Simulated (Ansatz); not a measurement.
Ansatz (a quantum-chemistry and plane-wave program) input file for TiIH3, SMILES [TiH3][I], multiplicity 1, CAM-B3LYP/def2-TZVPD. The structure is a stationary point at PBE0-D3(BJ)/def2-TZVP. The multiplicity is an assumed one; no other spin state was optimised. The structure was generated by enumeration; whether it is a known compound was not checked. The def2 effective core potentials stand for the cores of I; spin–orbit coupling is left out.

Ansatz 0.2 input:
```yaml
crystal:
  periodic: [false, false, false]
  atoms:
    - {symbol: Ti, position_ang: [-0.00000000, 0.00000000, 1.69890681]}
    - {symbol: I, position_ang: [0.00000000, -0.00000000, -0.83245209]}
    - {symbol: H, position_ang: [-1.38102032, 0.79733245, 2.24800368]}
    - {symbol: H, position_ang: [0.00000000, -1.59466491, 2.24800368]}
    - {symbol: H, position_ang: [1.38102032, 0.79733244, 2.24800369]}
basis:
  gaussian:
    orbitals: def2-TZVPD
hamiltonian:
  xc: {name: CAM-B3LYP}
```

Output:

```
WARN ansatz: RAYON_NUM_THREADS=1 ignored (pool sized by the plan → 1); use --threads N
Functional definition: CAM-B3LYP
integrals: 0.07 GiB planned
1083 factors; their error is unknown
integrals: 0.10 GiB planned
351 factors; integrals over basis functions are off by at most 5.7e-5 eV
mean field: 0.65 GiB planned
mean field evaluation 1: about -31263.9538 eV, gradient 1.5e1 eV
mean field evaluation 2: about -31262.6688 eV, gradient 3.4e1 eV
mean field evaluation 4: about -31264.7483 eV, gradient 2.8e0 eV
mean field evaluation 8: about -31264.7642 eV, gradient 1.5e-1 eV
mean field evaluation 16: about -31265.0214 eV, gradient 5.6e-4 eV
mean field -31265.02137247 eV, -1148.9683432455 hartree, gradient 4.8e-5 eV, S^2 0.000000; 0 other end points of the search recorded, 0 dependent functions left out
reference -31265.02151044 eV, -1148.9683483159 hartree; 25, 25 occupied and 109, 109 virtual orbitals, 1083 factors
Total energy: -31265.02151044 eV, -1148.9683483159 hartree
```

The calculation finished and met its thresholds.
